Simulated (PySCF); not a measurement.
Isomers of C5H10N2. Theory: PySCF 2.14.0, PBE0-D3(BJ)/def2-SVP geometry optimisation, gas phase. Energies are electronic, without zero-point or thermal terms, for one conformer each. No frequencies were run at this level. Point groups hold within 0.08 Å.

**Question.** Order them by energy at this level, lowest first, and give relative energies in kcal/mol.
A. `[CH3:1][NH:2][C@H:3]1[CH:4]=[N:5][CH2:6][CH2:7]1` with C1–N2–C3–C4 77°
B. `[CH2:1]=[N:2]/[N:3]=[C:4](\[CH3:5])[CH2:6][CH3:7]` with C1–N2–N3–C4 -116°, N3–C4–C6–C7 109°

**Answer.** A (0.0), B (16.6).

As drawn, the lower has an N–H bond, which the higher lacks; the higher has an N–N linkage, which the lower lacks.

```csv
SMILES,E (Eh),E rel (kcal/mol),dipole (D),point group,"A, B, C (MHz)"
CN[C@H]1C=NCC1,-305.45128,0.0,1.45,C1,"5959, 1875, 1582"
C=N/N=C(\C)CC,-305.42489,16.6,1.94,C1,"6268, 1447, 1299"
```

**Question.** How do the relative energies change in single points at PBE0/pcSseg-1 (no added dispersion term) on the same geometries?

**Answer.** 
| SMILES | PBE0-D3(BJ)/def2-SVP (kcal/mol) | PBE0/pcSseg-1 (kcal/mol) | shift |
| --- | --- | --- | --- |
| CN[C@H]1C=NCC1 | 0.0 | 0.0 | 0.0 |
| C=N/N=C(\C)CC | 16.6 | 15.1 | -1.5 |

Each column counts from its own lowest isomer. The order is unchanged; the largest shift is 1.5 kcal/mol.
